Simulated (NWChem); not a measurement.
System: Si$_{2}$NH$_{5}$F$_{2}$; SMILES F[SiH](F)N[SiH3]

Here is an NWChem input.

```
start job
memory heap 200 mb stack 900 mb global 1100 mb
geometry units angstroms noautoz
  Si     0.068249    -2.090630    -0.194005
  N     -0.771260    -0.577866     0.122539
  Si    -0.071423     0.952325     0.413567
  F      1.494309     0.673862     0.634555
  F     -0.189380     1.953713    -0.836194
  H      0.840118    -2.557168     0.986630
  H      1.007283    -1.973017    -1.338275
  H     -0.984556    -3.090044    -0.514966
  H     -1.784652    -0.631223     0.101557
  H     -0.649183     1.657360     1.571814
end
basis spherical
  * library def2-tzvp
end
dft
  xc xpbe96 cpbe96
  iterations 150
  semidirect filesize 400000000
  mulliken
end
task dft energy
```

NWChem printed, in part:

```
             Northwest Computational Chemistry Package (NWChem) 7.3.0
             --------------------------------------------------------

 C1  symmetry detected

                             Geometry "geometry" -> ""
                             -------------------------

 Output coordinates in angstroms (scale by  1.889725989 to convert to a.u.)

  No.       Tag          Charge          X              Y              Z
 ---- ---------------- ---------- -------------- -------------- --------------
    1 Si                  14.0000    -0.00666518     2.04127299     0.23521981
    2 N                    7.0000    -0.69423097     0.57329866    -0.44722800
    3 Si                  14.0000    -0.02749113    -0.99819670    -0.40463752
    4 F                    9.0000     1.47963765    -0.81169115     0.11658464
    5 F                    9.0000    -0.75972721    -1.97159685     0.64174520
    6 H                    1.0000     1.24412145     2.44506618    -0.45747228
    7 H                    1.0000     0.29838123     1.88907023     1.68047152
    8 H                    1.0000    -1.03085183     3.10320680     0.05196868
    9 H                    1.0000    -1.60064858     0.68385624    -0.89043754
   10 H                    1.0000    -0.05239110    -1.68776608    -1.70705495

 Effective nuclear repulsion energy (a.u.)     312.8724876317

  pbe96 is a nonlocal functional; adding pw91lda local functional.

                                 NWChem DFT Module
                                 -----------------

 Summary of "ao basis" -> "ao basis" (spherical)
 ------------------------------------------------------------------------------
       Tag                 Description            Shells   Functions and Types
 ---------------- ------------------------------  ------  ---------------------
 Si                        def2-tzvp                13       37   5s5p2d1f
 N                         def2-tzvp                11       31   5s3p2d1f
 F                         def2-tzvp                11       31   5s3p2d1f
 H                         def2-tzvp                 4        6   3s1p

            General Information
            -------------------
          SCF calculation type: DFT
          Wavefunction type:  closed shell.
          No. of atoms     :    10
          No. of electrons :    58
           Alpha electrons :    29
            Beta electrons :    29
          Charge           :     0
          Spin multiplicity:     1
          Use of symmetry is: off; symmetry adaption is: off
          Maximum number of iterations: 150
          AO basis - number of functions:   197
                     number of shells:    79
          Convergence on energy requested:  1.00D-06
          Convergence on density requested:  1.00D-05
          Convergence on gradient requested:  5.00D-04

              XC Information
              --------------
          PerdewBurkeErnzerhof Exchange Functional  1.000
            Perdew 1991 LDA Correlation Functional  1.000 local
           PerdewBurkeErnz. Correlation Functional  1.000 non-local

             Grid Information
             ----------------
          Grid used for XC integration:  medium
          Radial quadrature: Mura-Knowles
          Angular quadrature: Lebedev.
          Tag              B.-S. Rad. Rad. Pts. Rad. Cut. Ang. Pts.
          ---              ---------- --------- --------- ---------
          Si                  1.10       88          12.0       590
          N                   0.65       49           9.0       434
          F                   0.50       49          13.0       434
          H                   0.35       45          13.0       434
          Grid pruning is: on
          Number of quadrature shells:   548
          Spatial weights used:  Erf1

      Superposition of Atomic Density Guess
      -------------------------------------

 Sum of atomic energies:        -833.31757555

      Non-variational initial energy
      ------------------------------

 Total energy =    -834.821551
 1-e energy   =   -1778.589006
 2-e energy   =     630.894967
 HOMO         =      -0.349831
 LUMO         =       0.021021

------------------------------------------------------------
EAF file 0: "./job.aoints.0" size=616038400 bytes
------------------------------------------------------------
               write      read    awrite     aread      wait
               -----      ----    ------     -----      ----
     calls:     1175         0         0         0         0
   data(b): 6.16e+08  0.00e+00  0.00e+00  0.00e+00
   time(s): 0.00e+00  0.00e+00  0.00e+00  0.00e+00  0.00e+00
rate(mb/s): 0.00e+00  0.00e+00
------------------------------------------------------------

     ---------------------------------------------
      Total Density - Mulliken Population Analysis
     ---------------------------------------------

    Atom       Charge   Shell Charges
 -----------   ------   -------------------------------------------------------
    1 Si  14    13.54   2.00  0.59  1.39  0.86  0.44  4.11  1.73  0.51  1.22  0.43  0.11  0.12  0.03
    2 N    7     7.88   0.82  1.16  0.56  0.84  0.15  1.63  1.98  0.73  0.00  0.01  0.00
    3 Si  14    12.69   2.00  0.59  1.39  0.74  0.30  4.10  1.74  0.46  0.72  0.15  0.22  0.19  0.09
    4 F    9     9.50   0.77  1.20  0.61  1.01  0.31  2.36  2.36  0.87  0.00  0.01  0.00
    5 F    9     9.51   0.77  1.20  0.61  1.01  0.31  2.37  2.36  0.88  0.00  0.01  0.00
    6 H    1     1.06   0.23  0.55  0.27  0.01
    7 H    1     1.05   0.23  0.55  0.27  0.01
    8 H    1     1.05   0.23  0.55  0.27  0.01
    9 H    1     0.67   0.21  0.34  0.08  0.04
   10 H    1     1.04   0.22  0.52  0.29  0.01

   convergence    iter        energy       DeltaE   RMS-Dens  Diis-err
 ---------------- ----- ----------------- --------- --------- ---------
 d= 0,ls=0.0,diis     1   -836.0587787405 -1.15D+03  6.22D-03  1.86D+00
 d= 0,ls=0.0,diis     2   -835.8851306583  1.74D-01  4.10D-03  3.65D+00
 d= 0,ls=0.0,diis     3   -836.1694991363 -2.84D-01  8.58D-04  2.37D-01
 d= 0,ls=0.0,diis     4   -836.1837927383 -1.43D-02  3.91D-04  1.91D-02
 d= 0,ls=0.0,diis     5   -836.1851859699 -1.39D-03  1.71D-04  4.78D-03
  Resetting Diis
 d= 0,ls=0.0,diis     6   -836.1856619959 -4.76D-04  4.17D-05  1.42D-04
 d= 0,ls=0.0,diis     7   -836.1856779394 -1.59D-05  1.00D-05  3.70D-06
 d= 0,ls=0.0,diis     8   -836.1856777367  2.03D-07  5.92D-06  6.07D-06

         Total DFT energy =     -836.185677736709
      One electron energy =    -1782.504928321237
           Coulomb energy =      704.575290773872
    Exchange-Corr. energy =      -71.128527821031
 Nuclear repulsion energy =      312.872487631687

 Numeric. integr. density =       58.000004328212

                       DFT Final Molecular Orbital Analysis
                       ------------------------------------

 Vector   27  Occ=2.000000D+00  E=-3.224752D-01
              MO Center=  2.6D-01,  7.0D-01, -4.3D-01, r^2= 5.4D+00
   Bfn.  Coefficient  Atom+Function         Bfn.  Coefficient  Atom+Function
  ----- ------------  ---------------      ----- ------------  ---------------
    15      0.203614   1 Si px              169      0.204294   6 H  s
   193     -0.162306  10 H  s               194     -0.131067  10 H  s
   144     -0.127817   5 F  pz              168      0.127360   6 H  s
   170      0.113475   6 H  s                17     -0.111063   1 Si pz
   192     -0.109705  10 H  s               112     -0.104289   4 F  py

 Vector   28  Occ=2.000000D+00  E=-3.084084D-01
              MO Center= -4.2D-01,  1.9D+00,  1.2D-01, r^2= 4.1D+00
   Bfn.  Coefficient  Atom+Function         Bfn.  Coefficient  Atom+Function
  ----- ------------  ---------------      ----- ------------  ---------------
   181      0.253021   8 H  s                15     -0.183935   1 Si px
    16      0.174471   1 Si py              182      0.167051   8 H  s
   180      0.159027   8 H  s               175     -0.133268   7 H  s
    44     -0.122369   2 N  py               47     -0.099712   2 N  py
   193     -0.091766  10 H  s                84      0.086724   3 Si py

 Vector   29  Occ=2.000000D+00  E=-2.504123D-01
              MO Center= -3.2D-01,  8.2D-01, -2.2D-01, r^2= 2.7D+00
   Bfn.  Coefficient  Atom+Function         Bfn.  Coefficient  Atom+Function
  ----- ------------  ---------------      ----- ------------  ---------------
    45      0.314645   2 N  pz               48      0.277027   2 N  pz
    51      0.232213   2 N  pz               43     -0.166402   2 N  px
    46     -0.145565   2 N  px              170      0.133253   6 H  s
   169      0.126223   6 H  s               176     -0.124606   7 H  s
   175     -0.119212   7 H  s                49     -0.116160   2 N  px

 Vector   30  Occ=0.000000D+00  E=-2.891959D-02
              MO Center= -4.4D-01,  1.5D+00, -6.6D-02, r^2= 5.7D+00
   Bfn.  Coefficient  Atom+Function         Bfn.  Coefficient  Atom+Function
  ----- ------------  ---------------      ----- ------------  ---------------
    42      1.284005   2 N  s                19      0.823437   1 Si py
   188     -0.660428   9 H  s                20      0.370227   1 Si pz
    16      0.303084   1 Si py               73     -0.295541   3 Si s
   182     -0.293493   8 H  s                18      0.235798   1 Si px
     5     -0.209970   1 Si s                50      0.204553   2 N  py

[...]
```

Level: PBE/def2-TZVP. Structure relaxed at the B3LYP/6-31G* (spherical d) level.
